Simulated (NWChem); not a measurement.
CH4ClFSi; SMILES C([SiH2]Cl)F

```xyz
8

F      0.8703     1.9624    -0.2669
C     -0.1541     1.4888     0.5199
Si    -0.8310    -0.1415    -0.1632
Cl     0.6014    -1.6231     0.0021
H      0.2073     1.3569     1.5556
H     -0.9684     2.2377     0.5516
H     -1.1870     0.0135    -1.5988
H     -2.0234    -0.5339     0.6412
```
Atoms are numbered in this order, from 1.

Level: PBE0/def2-SVP (NWChem), optimised geometry, unscaled harmonic frequencies. 

| frequency (cm⁻¹) | IR intensity (km/mol) |
|---|---|
| 81 | 2.8 |
| 165 | 0.5 |
| 272 | 10.4 |
| 538 | 50.8 |
| 556 | 48.6 |
| 665 | 4.0 |
| 694 | 10.3 |
| 796 | 24.6 |
| 904 | 198.6 |
| 942 | 121.6 |
| 1112 | 67.8 |
| 1249 | 6.5 |
| 1314 | 2.8 |
| 1450 | 6.9 |
| 2250 | 91.0 |
| 2273 | 92.3 |
| 3038 | 15.0 |
| 3105 | 11.0 |

```yaml
zero_point_energy: 30.6 kcal/mol
thermal correction to the enthalpy at 298.15 K (with zero-point energy): 34.6 kcal/mol
heat capacity Cv: 17.8 cal/(mol K)
entropy at 298.15 K and 1 atm (symmetry number 1): 76.4 cal/(mol K)
dipole_moment: 2.29 D
```

Rigid rotor and harmonic oscillator; modes under 100 cm⁻¹ make the entropy uncertain.
